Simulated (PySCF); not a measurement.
Level of theory: B3LYP-D3(BJ)/def2-TZVP (PySCF). Gas-phase values, no solvent. B3LYP has the VWN-RPA correlation part, as in Gaussian. 

Reference species (SMILES): `Cl[Si](Cl)Cl` (neutral, multiplicity 2).

```yaml
dipole_moment: 0.63 D
```

Changed species: `Cl[Si](Cl)Br` (radical fragment; the reference has radical fragment).

Question: Predict the effect on the dipole moment.

Answer: the dipole moment falls by 0.04 D, to 0.59 D.
